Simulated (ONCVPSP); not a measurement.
## Transferability test, ONCV potential for argon (Ar)

| Item | Value |
| --- | --- |
| Element | argon (Ar) |
| Generator | ONCVPSP 4.0.1 |
| Type | optimised norm-conserving Vanderbilt (ONCV) |
| Functional | LDA (Perdew-Zunger) |
| Relativity | scalar-relativistic |
| Frozen core | [Ne] |
| Valence charge | 8 |
| Reference configuration | 3s2 3p6 |
| Partial waves | 3s: rc 1.05 bohr, ncon 3, nbas 6, qcut 6.2 1/bohr, 2 projectors, debl 1.4 Ha; 3p: rc 1.00 bohr, ncon 3, nbas 6, qcut 9.1 1/bohr, 1 projector; d scattering state at 0.38 Ha: rc 1.05 bohr, ncon 4, nbas 8, qcut 10.3 1/bohr, 2 projectors, debl 3.5 Ha |
| Local potential | polynomial inside 0.75 bohr (lpopt 5, dvloc0 6 Ha) |
| Core correction | none |

Energies are relative to the spin-unpolarised reference configuration 3s2 3p6; without spin polarisation the order of configurations can differ from experiment.

| valence configuration | charge | ΔE all-electron (eV) | error AE − PS (meV) |
| --- | --- | --- | --- |
| 3s2 3p5 | +1 | 16.157 | +2.5 |
| 3s2 3p4 | +2 | 44.892 | +28 |

What are ΔE and the potential's error for 3s2 3p3?

ΔE = 87.544 eV all-electron; the error (AE − PS) is +103 meV.

What are ΔE and the potential's error for 3s2 3p2?

ΔE = 145.265 eV all-electron; the error (AE − PS) is +268 meV.

Levels in the configuration 3s2 3p5:

```json
{"level": "3s", "all-electron (eV)": "-36.632", "pseudo (eV)": "-36.615"}
{"level": "3p", "all-electron (eV)": "-22.205", "pseudo (eV)": "-22.192"}
```
